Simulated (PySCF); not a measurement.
Si (silicon, neutral) across methods

[Ne] 3s2 3p1 3d1, one real determinant (an excited configuration). All numbers are calculated (PySCF 2.14, the non-relativistic Hamiltonian (point nucleus), in aug-cc-pwCVTZ).

| method | E (hartree) | mean ε 3s β (eV) | mean ε 3p α (eV) | mean ε 3d α (eV) | Σ⟨r²⟩ (bohr²) | ⟨S²⟩ |
| --- | --- | --- | --- | --- | --- | --- |
| r2SCAN | -289.1068 | -12.638 | -6.972 | 0.001 | 46.64 | 2.007 |
| TPSSh | -289.1542 | -12.899 | -7.335 | -0.141 | 47.00 | 2.005 |
| LDA | -287.9884 | -12.551 | -6.545 | 0.054 | 46.31 | 2.001 |
| B3LYP | -289.1682 | -13.480 | -7.431 | -0.258 | 47.10 | 2.003 |
| PBE | -289.0022 | -12.426 | -6.638 | -0.075 | 46.61 | 2.003 |
| M06 | -289.1308 | -13.575 | -7.399 | -0.174 | 47.29 | 2.002 |
| UHF | -288.60835 | -15.952 | -10.727 | -0.910 | 49.24 | 2.014 |
| PBE0 | -289.0194 | -13.574 | -7.778 | -0.394 | 47.03 | 2.004 |

(1) Estimate the same row for BLYP.

⟨L²⟩ = 8.02 against 12 for a pure F term, so this real determinant mixes terms. The outer electron is Rydberg-like, and this basis confines it to a smaller radius and binds it less than a complete one would.

The highest occupied level is positive at r2SCAN, BLYP, LDA: only the finite basis holds that electron, which in a density functional comes from self-interaction.

## Answers

(1) E (hartree) = -289.1626; mean ε 3s β (eV) = -12.419; mean ε 3p α (eV) = -6.374; mean ε 3d α (eV) = 0.115; Σ⟨r²⟩ (bohr²) = 46.90; ⟨S²⟩ = 2.002.
